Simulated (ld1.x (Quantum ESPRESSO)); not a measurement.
**Configuration tests for copper (TM)**

- Element: Cu (Z = 29)
- Generator: ld1.x (Quantum ESPRESSO) 7.5
- Type: norm-conserving Troullier–Martins (Kleinman–Bylander form)
- Functional: PBE
- Relativity: scalar-relativistic
- Frozen core: [Ar]
- Valence charge: 11
- Reference configuration: 3d10 4s0 4p0 (charge +1)
- Partial waves: 4s (bound, empty): rc 2.45 bohr; 3d (bound): rc 1.30 bohr; 4p (bound, empty): rc 3.00 bohr
- Local potential: the p channel
- Core correction: Bessel-smoothed model core inside 1.30 bohr

Energies are relative to the spin-unpolarised reference configuration 3d10 4s0 4p0; without spin polarisation the order of configurations can differ from experiment. Not all tests gave a result: 1 of 7 tests not solved or not reliable.

Task: Give the all-electron excitation energy and the error of the potential for: 3d10 4s1 4p0; 3d9 4s0 4p0; 3d8 4s0 4p0; 3d9 4s1 4p1; 3d9 4s1 4p0; 3d10 4s0 4p1.

Result:

```tsv
valence configuration	charge	ΔE all-electron (eV)	error AE − PS (meV)
3d10 4s1 4p0	0	-8.148	-14
3d9 4s0 4p0	+2	21.332	-362
3d8 4s0 4p0	+3	60.352	-1866
3d9 4s1 4p1	0	-1.337	-379
3d9 4s1 4p0	+1	3.430	-344
3d10 4s0 4p1	0	-4.011	-3.3
```

Levels in the configuration 3d10 4s1 4p0:

| level | all-electron (eV) | pseudo (eV) |
| --- | --- | --- |
| 3d | -5.038 | -5.070 |
| 4s | -4.609 | -4.584 |
